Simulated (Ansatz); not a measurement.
HIn, charge -1, doublet, at a GFN2-xTB geometry (such geometries of metal compounds can be far from the true shape) (a state made from the parent by changing its charge; the spin is typed, not shown lowest) (core potentials on In) (a gas-phase anion, which may not be bound at this level). Base run: B3LYP/def2-TZVP (Ansatz, an electronic-structure program).

The Ansatz input:
Ansatz 0.2 input:
```yaml
crystal:
  periodic: [false, false, false]
  atoms:
    - {symbol: In, position_ang: [-0.00000000, -0.00000000, -0.03576299]}
    - {symbol: H, position_ang: [0.00000000, 0.00000000, 1.75238670]}
basis:
  gaussian:
    orbitals: def2-TZVP
hamiltonian:
  xc: b3lyp
total_charge: -1
magnetization: {spin_polarized: true, initial_magnetization: 1}
```

The bond that is stretched is that between atoms 1 and 2. A test that says stable can miss a lower solution.

Variants of this job, named by their change:

| change | ΔE vs base (mEh) | <S^2> | stability test says |
|---|---|---|---|
| base | 0.000 | 0.752 | minimum |
| spin_polarized = on; lower_state_search = off | 0.000 | 0.752 | undecided (no full test) |
| spin_polarized = on; lower_state_search = standard | 0.000 | 0.752 | minimum |
| bond × 1.25 | 5.171 | 0.752 | minimum |
| spin_polarized = on; lower_state_search = off; bond × 1.25 | 5.171 | 0.752 | undecided (no full test) |
| spin_polarized = on; lower_state_search = standard; bond × 1.25 | 5.171 | 0.752 | minimum |
| bond × 1.5 | 22.332 | 0.753 | minimum |
| spin_polarized = on; lower_state_search = off; bond × 1.5 | 22.332 | 0.753 | undecided (no full test) |
| spin_polarized = on; lower_state_search = standard; bond × 1.5 | 22.332 | 0.753 | minimum |
| bond × 1.8 | 40.253 | 0.761 | minimum |
| spin_polarized = on; lower_state_search = off; bond × 1.8 | 40.253 | 0.761 | undecided (no full test) |
| spin_polarized = on; lower_state_search = standard; bond × 1.8 | 40.253 | 0.761 | minimum |
| bond × 2.2 | 55.051 | 0.961 | minimum |
| spin_polarized = on; lower_state_search = off; bond × 2.2 | 55.051 | 0.961 | undecided (no full test) |
| spin_polarized = on; lower_state_search = standard; bond × 2.2 | 55.051 | 0.961 | minimum |
| bond × 3.0 | 64.104 | 1.182 | minimum |
| spin_polarized = on; lower_state_search = off; bond × 3.0 | 64.104 | 1.182 | undecided (no full test) |
| spin_polarized = on; lower_state_search = standard; bond × 3.0 | 64.104 | 1.182 | minimum |

A gas-phase anion may not be bound at this level; its values then depend on the basis.

On stretching, the SCF can end on different states; <S^2> shows the spin contamination of each.
